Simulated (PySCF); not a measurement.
All values below come from B3LYP-D3(BJ)/def2-TZVP in PySCF. Isolated molecules, 0 K electronic values unless said otherwise. One relaxed conformer stands for a flexible species; it need not be the lowest. B3LYP has the VWN-RPA correlation part, as in Gaussian. 

Reference species (SMILES): `BC=C` (neutral, multiplicity 1).

The LUMO is -2.30 eV, the HOMO–LUMO gap is 5.95 eV and the HOMO is -8.25 eV.

Changed species: `[H]/B=C/C`.

### Question
What does the change do to the LUMO, HOMO–LUMO gap and HOMO?

### Answer
the LUMO goes up by 0.70 eV, to -1.60 eV; the HOMO–LUMO gap falls by 1.48 eV, to 4.47 eV; the HOMO rises by 2.18 eV, to -6.07 eV.
